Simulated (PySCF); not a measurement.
Cost of response and excited-state runs on SMILES BOB[C@H]1C[C@H]1F, C$_{3}$H$_{7}$B$_{2}$FO

Geometry (Å), atoms numbered from 1 in this order:
```xyz
14

B     3.0699    0.1152   -0.1797
O     1.8410   -0.2958   -0.2029
B     0.6008   -0.6848   -0.2278
C    -0.5558    0.3906   -0.2886
C    -1.8672    0.0692   -0.9851
C    -1.8298    0.1995    0.4911
F    -1.9802   -0.9286    1.2440
H     3.5950    0.3219    0.8566
H     3.6490    0.2730   -1.1961
H     0.3515   -1.8367   -0.2077
H    -0.2433    1.4280   -0.3561
H    -2.3593    0.8392   -1.5589
H    -1.9764   -0.9263   -1.3858
H    -2.2960    1.0350    0.9999
```

PySCF with density fitting, on 1 thread of an Arm Neoverse V1, shared host. Command: `OMP_NUM_THREADS=1 python excited_run.py task.json out`

Task: How long does this run take, and how much memory?
- circular dichroism and optical rotation, PBE0/aug-cc-pVDZ; 12 states

Result: 
| run | level | basis functions | wall time | peak memory (GiB) |
| --- | --- | --- | --- | --- |
| circular dichroism and optical rotation | PBE0/aug-cc-pVDZ | 224 | 62 s | 0.87 |

Times from a shared host are rough.
